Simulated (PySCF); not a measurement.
NMR data simulated for an unnamed compound:

1H NMR (500 MHz, computed): δ 4.19 (m, 1H), 2.43 (s, 6H), 1.78 (s, 3H), 1.38 (m, 1H), 1.11 (m, 1H), 0.57 (m, 1H).

13C{1H} NMR (computed): δ 86.9 (C), 76.4 (C), 39.3 (CH3), 5.1 (CH3), 4.5 (CH2), 2.0 (CH).

Method: PBE0-D3(BJ)/def2-SVP geometry, σ from GIAO-PBE0/pcSseg-1, in PySCF 2.14 (relativity neglected, isolated molecule, fast rotation and ring inversion assumed for equivalent nuclei, one conformer).

Scale: TMS for 1H (σref 31.27), 13C (σref 184.41) (reference shieldings calculated alike).

Q: Which of these does the molecule contain: a non-aromatic C=C double bond, a (CH3)2CH unit, a ketone, a C≡C triple bond, a three-membered ring, an N-methyl group?

A: 
- A non-aromatic C=C double bond: no.
- A (CH3)2CH unit: no.
- A ketone: no.
- A C≡C triple bond: yes (δC 76.4, 86.9).
- A three-membered ring: yes.
- An N-methyl group: yes (δC 39.3; δH 2.43 (s)).

The data belong to `CC#C[C@@H]1C[Si@H]1N(C)C`, C₇H₁₃NSi; they needn't prove each group on their own.

Carbon signals by region: 2 at 50–100 ppm, 4 below 50 ppm.

Shifts are as computed. Against solution values, carbons near 30 ppm lie about +2 ppm off and those near 130 ppm about +5 ppm. Of 1309 compounds with measured shifts, 239 miss one by over three times the rms of a fit or turn the order of signals round; such compounds aren't used in these exercises. No couplings were computed; multiplicities are counted from neighbouring protons, with m where these are inequivalent, close in shift, in a saturated or five-membered ring or joined by F or P, and br s for small geminal =CH2 splittings.
